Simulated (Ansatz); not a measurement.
Calculated with Ansatz (gas phase, PBE0-D4/def2-TZVP geometries, no zero-point term in ΔE). CCSD(T)/CBS adds triple-zeta CCSD(T) − MP2 to the extrapolated MP2 energy (def2 sets, frozen cores). Functionals use def2-TZVPP. B3LYP here is the variant with VWN-RPA as its local correlation; programs differ in this. For Ge outer-core shells are correlated without core-valence functions, which leaves a few kJ/mol of doubt a bond. Scalar relativity is left out up to krypton. Each species was taken in one conformer, which may not be the lowest.

Reaction (cleavage of the Ge–Ge bond): `[OH][GeH2][GeH2][OH]` + `O[SiH2]O` → `O[SiH2][O][GeH2][OH]` + `[OH][GeH3]`

```csv
level,ΔE (kcal/mol),difference from CCSD(T)/CBS
B3LYP-D4,-7.8,1.0
PBE0,-5.7,3.1
B3LYP,-7.4,1.4
HF/def2-TZVPP,-14.3,-5.5
CCSD/def2-TZVPP,-10.2,-1.4
CCSD(T)/def2-TZVPP,-9.9,-1.1
HF/def2-QZVPP,-14.7,-5.9
MP2/def2-QZVPP,-9.8,-1.0
HF/CBS(def2),-14.8,-6.0
MP2/CBS(def2),-9.2,-0.4
CCSD(T)/CBS,-8.8,0
```

Largest T1 diagnostic among the species: 0.012.

In def2-TZVPP, CCSD(T) changes the Hartree–Fock value by +4.4 kcal/mol (the triples alone add +0.3 kcal/mol) and MP2 by +4.0 kcal/mol. From PBE to PBE0 (25 % exact exchange), in def2-TZVPP and without D4, ΔE moves by −1.7 kcal/mol.
